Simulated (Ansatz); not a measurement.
Isolated molecules relaxed with PBE0-D4/def2-TZVP in Ansatz; ΔE leaves out vibrations. CBS: MP2 limit from def2 TZ/QZ plus the TZ coupled-cluster correction, frozen cores. Functionals use def2-TZVPP. For Ge, Se outer-core shells are correlated without core-valence functions, which leaves a few kJ/mol of doubt a bond. Scalar relativity is left out up to krypton. Each species was taken in one conformer, which may not be the lowest.

`SC[SiH2][SeH]` + `C[B](F)[GeH3]` → `F[SiH2]CS` + `C[B]([GeH3])[SeH]`  (redistribution)

`SC[SiH2][SeH]`:

Cartesian coordinates in Å:
```
S -1.848 0.706 -0.500
C -0.441 -0.409 -0.710
Si 1.082 0.265 0.162
Se 0.673 0.889 2.311
H -2.612 0.197 -1.482
H -0.178 -0.494 -1.769
H -0.672 -1.408 -0.332
H 2.136 -0.780 0.098
H 1.549 1.508 -0.498
H 0.310 -0.475 2.721
```

`C[B](F)[GeH3]`:

Cartesian coordinates in Å:
```
C 0.221 -0.316 -1.573
B 0.086 -0.720 -0.077
F 0.177 -2.002 0.262
Ge -0.241 0.629 1.485
H 1.022 0.423 -1.691
H 0.411 -1.161 -2.239
H -0.690 0.198 -1.899
H -1.550 0.305 2.229
H -0.333 2.082 0.984
H 0.898 0.561 2.519
```

`F[SiH2]CS`:

```xyz
9

F    -0.843    1.745   -0.294
Si   -1.043    0.205    0.108
C     0.642   -0.540    0.382
S     1.693   -0.328   -1.082
H    -1.857    0.180    1.350
H    -1.741   -0.476   -1.005
H     0.531   -1.621    0.511
H     1.134   -0.154    1.278
H     1.484    0.988   -1.248
```

`C[B]([GeH3])[SeH]`:

```xyz
11

C    -0.045    1.175    0.931
B     0.233    0.226   -0.275
Ge   -0.490   -1.713   -0.310
Se    1.245    0.733   -1.816
H     0.326    0.719    1.856
H    -1.126    1.282    1.077
H     0.389    2.173    0.842
H    -0.103   -2.486   -1.584
H    -2.029   -1.717   -0.207
H     0.040   -2.508    0.901
H     1.561    2.116   -1.414
```

Task: Is it downhill or uphill in electronic energy at CCSD(T)/CBS, and by how much? (Best estimate.)

Result: The calculation gave: Downhill: ΔE = -0.31 eV.

Task: What do these levels give: PBE-D4, PBE0-D4, PBE, CCSD(T)/def2-TZVPP, SCS-MP2/def2-QZVPP, HF/CBS(def2)? (An estimate is asked.)

Result: The calculation gave: PBE-D4 -0.20, PBE0-D4 -0.20, PBE -0.20, CCSD(T)/def2-TZVPP -0.31, SCS-MP2/def2-QZVPP -0.34, HF/CBS(def2) -0.21 eV.

Largest T1 diagnostic among the species: 0.013.

In def2-TZVPP, CCSD(T) changes the Hartree–Fock value by −0.12 eV (the triples alone add −0.02 eV) and MP2 by −0.16 eV.
